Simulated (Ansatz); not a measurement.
Start from `[OH][GeH2][SH]` and change one atom or group to get `[OH][GeH2][S]S`.

Ansatz, PBE0-D4/def2-TZVP geometries, multiplicity 1. Each molecule was computed in one conformer, which needn't be the lowest.

Scalar relativity is left out up to krypton.

| property | `[OH][GeH2][SH]` |
| --- | --- |
| HOMO energy (PBE/def2-TZVPP) / eV | -6.34 |
| size of the dipole moment (B3LYP/def2-TZVPP) / D | 0.29 |
| zero-point energy (PBE0-D4/def2-TZVP) / kJ/mol | 102.8 |
| HOMO–LUMO gap (PBE0/def2-TZVPP) / eV | 7.79 |
| LUMO energy (ωB97M-V/def2-TZVPP) / eV | 1.98 |
| HOMO energy (PBE0/def2-TZVPP) / eV | -7.61 |

Problem. What does the change do to each property? (Best estimate.)

Solution. The calculation gave: 
```
                                        property  `[OH][GeH2][S]S`  shift
               HOMO energy (PBE/def2-TZVPP) / eV             -6.11   0.23
size of the dipole moment (B3LYP/def2-TZVPP) / D              0.95   0.66
  zero-point energy (PBE0-D4/def2-TZVP) / kJ/mol             108.1    5.3
            HOMO–LUMO gap (PBE0/def2-TZVPP) / eV              6.12  -1.67
           LUMO energy (ωB97M-V/def2-TZVPP) / eV              0.88  -1.10
              HOMO energy (PBE0/def2-TZVPP) / eV             -7.30   0.31
```

With PBE0 the HOMO rises by 0.31 eV and the LUMO falls by 1.37 eV, so the gap narrows by about 1.68 eV. PBE moves the HOMO by 0.23 eV and ωB97M-V by 0.41 eV. The zero-point energy changes by 5.3 kJ/mol with +3 modes. Dipoles are sizes alone; their direction can turn.

B3LYP here is the variant with VWN-RPA as its local correlation; programs differ in this.
